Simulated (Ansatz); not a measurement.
The cluster InGaN₂, relaxed as a singlet with RKS PBE-D4/def2-SVP in Ansatz, starting from the GFN1-xTB geometry. Force threshold 0.02 eV/Å.

In the def2 sets In takes a core potential; there is no spin–orbit coupling. The structure comes from a short search, and lower isomers may exist.

Start:

```xyz
4

Ga   -1.5580   -0.5470    1.2174
In    1.6589    0.5813   -1.2946
N     0.0619    0.4945    0.4126
N    -0.1629   -0.5289   -0.3353
```

| step | energy (eV) | largest force component (eV/Å) | SCF passes |
| --- | --- | --- | --- |
| 1 | -60511.4385 | 1.547 | 27 |
| 2 | -60511.5294 | 1.078 | 29 |
| 3 | -60511.5604 | 0.594 | 30 |
| 4 | -60511.5672 | 0.107 | 33 |
| 5 | -60511.5674 | 0.023 | 33 |
| 6 | -60511.5674 | 0.000 | 33 |

Force components are those of the run's own axes.

End:

```xyz
4

Ga   -1.647   -0.578    1.286
In    1.748    0.613   -1.365
N     0.058    0.474    0.398
N    -0.158   -0.509   -0.320
```

By distances, no bond broke or formed. The bond that changes most is In2–N4, from 2.34 to 2.45 Å (atoms count from 1).

No frequencies were taken in this run, so the end may be a saddle point.

It took 6.5 s on 2 threads of Intel Xeon Platinum 8488C on a shared host.
